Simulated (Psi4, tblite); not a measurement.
Intermolecular potential of H3ClSi ··· H3ClSi (SMILES [SiH3]Cl and [SiH3]Cl). Monomers: optimised at B3LYP-D3(BJ) (def2-TZVP), held rigid. Orientation: lowest of the rigid-body minima from ten starts at GFN2-xTB. R is the distance of the centres of mass, along which the second monomer moves.

Levels: GFN2-xTB (tblite); SAPT0/jun-cc-pVDZ, frozen core (Psi4).

Interaction energies in kJ/mol; the last columns give the difference from SAPT0:

| R / Å | GFN2-xTB | SAPT0/jun-cc-pVDZ | GFN2-xTB − SAPT0/jun-cc-pVDZ |
|---|---|---|---|
| 3.07 | -0.27 | 21.68 | -21.95 |
| 3.27 | -8.05 | 5.09 | -13.14 |
| 3.44 | -10.58 | -2.03 | -8.55 |
| 3.64 | -11.29 | -5.78 | -5.51 |
| 3.85 | -10.75 | -6.86 | -3.89 |
| 4.04 | -9.72 | -6.65 | -3.08 |
| 4.38 | -7.66 | -5.35 | -2.31 |
| 4.61 | -6.40 | -4.41 | -1.98 |
| 5.16 | -4.06 | -2.72 | -1.34 |
| 5.87 | -2.27 | -1.53 | -0.74 |
| 6.86 | -1.11 | -0.79 | -0.32 |
| 8.12 | -0.53 | -0.41 | -0.12 |

GFN2-xTB is furthest from SAPT0/jun-cc-pVDZ at 3.07 (-21.95 kJ/mol, below); its mean absolute difference over the points is 5.24 kJ/mol.
